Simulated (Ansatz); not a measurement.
`C[CH2][Al]([Cl])[Cl]` + `OBS` → `CCOBS` + `[Cl][AlH][Cl]`  (substitution at a C–Al bond)

Computed with Ansatz on PBE0-D4/def2-TZVP structures; ΔE is electronic, products minus reactants. CCSD(T)/CBS adds triple-zeta CCSD(T) − MP2 to the extrapolated MP2 energy (def2 sets, frozen cores). This one scheme is used for every species. Functionals use def2-TZVPP. One conformer a species, not always the lowest.

```
             level  ΔE (eV)
           PBE0-D4     0.76
            B2PLYP     0.70
SCS-MP2/def2-TZVPP     0.71
     MP2/CBS(def2)     0.82
```

Q: What does CCSD(T)/CBS give? (Estimate.)

A: Computed: +0.74 eV. The listed levels differ from it by 0.02, -0.04, -0.03, 0.08 eV.

Largest T1 diagnostic among the species: 0.013.

In def2-TZVPP, CCSD(T) changes the Hartree–Fock value by +0.17 eV (the triples alone add +0.01 eV) and MP2 by +0.24 eV.
